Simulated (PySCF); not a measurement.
Be(Cl)(SH) (BeClHS), SMILES [Cl][Be][SH].

Geometry: r2SCAN-D4/def2-TZVP. One conformer was computed; it need not be the lowest.

Vertical ionisation energy (IE) and electron affinity (EA) in eV. Rows of orbital energies are one-electron estimates. Where ΔSCF, EOM or ADC give a negative EA the extra electron is unbound and the value depends on the basis.

```
level                                               IE    EA
------------------------------------------------  ----  ----
−ε(HOMO), −ε(LUMO), CAM-B3LYP/def2-TZVPD (PySCF)  9.25  0.08
−ε(HOMO), −ε(LUMO), PBE0/def2-TZVPD (PySCF)       7.95  0.75
```
